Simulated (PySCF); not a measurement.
Species: C7H9OP.
SMILES: `C=CP(=O)(C=C)C#CC`

A linear-response calculation (PySCF, def2-SVPD basis, gas phase, vertical, core orbitals frozen in the response) gave these numbers; the functional is withheld.

Orbital energies (eV): HOMO-3 -8.31, HOMO-2 -7.95, HOMO-1 -7.73, HOMO -7.73, LUMO -0.99, LUMO+1 -0.58, LUMO+2 -0.17.

```tsv
state	E (eV)	f	main configurations (H = HOMO, L = LUMO)
S1	5.45	0.0023	H-1→L (88%)
S2	5.58	0.0003	H→L (89%)
S3	5.72	0.0016	H→L+1 (59%), H-2→L (9%), H-1→L+2 (9%)
S4	5.88	0.0051	H→L+1 (28%), H-1→L+2 (24%), H-2→L (16%)
S5	5.93	0.015	H-1→L+1 (69%), H→L+2 (18%)
S6	6.04	0.0093	H-2→L+1 (42%), H→L+2 (21%), H-1→L+1 (15%)
```

Triplets, Tamm–Dancoff:

```json
{"state": "T1", "E (eV)": "4.13", "λ (nm)": "300.0", "main configurations (H = HOMO, L = LUMO)": "H-2→L (39%), H-4→L (24%), H-5→L+1 (12%)"}
{"state": "T2", "E (eV)": "4.25", "λ (nm)": "291.9", "main configurations (H = HOMO, L = LUMO)": "H-5→L (30%), H-2→L+1 (23%), H-3→L (15%)"}
{"state": "T3", "E (eV)": "4.78", "λ (nm)": "259.4", "main configurations (H = HOMO, L = LUMO)": "H→L+2 (29%), H-4→L+1 (14%), H-3→L+2 (11%)"}
```

Vertical ionisation energy by ΔSCF with the same functional: 9.47 eV. Mean static polarisability: 113.5 au.

Problem. Which of these was used?
A. PBE
B. PBE0
C. wB97X-D
D. HF

Solution. B. PBE0 is a global hybrid with 25% exact exchange. In this run −ε(HOMO) = 7.73 eV differs from the ΔSCF value by -1.74 eV, and S1 differs from the orbital gap of 6.74 eV by -1.28 eV. The ratio −ε(HOMO)/IP is 0.82. Small neutral molecules mostly give 0.7 to 0.83 with PBE0, 0.5 to 0.7 with PBE, 0.89 to 0.99 with wB97X-D; Hartree–Fock can't fall below 1, since the ion's relaxation only lowers the ΔSCF value.

Theory: PySCF 2.14.0, density-fitted response routines, TDDFT PBE0/def2-SVPD, vertical, gas phase, core orbitals frozen in the response. Geometry: PBE0-D3(BJ)/def2-SVP, one conformer, isolated molecule.

The values belong to the conformer `[CH2:1]=[CH:2][P:3](=[O:4])([C:5]#[C:6][CH3:7])[CH:8]=[CH2:9]`: C1–C2–P3–O4 -1°, C2–P3–C8–C9 -124°.
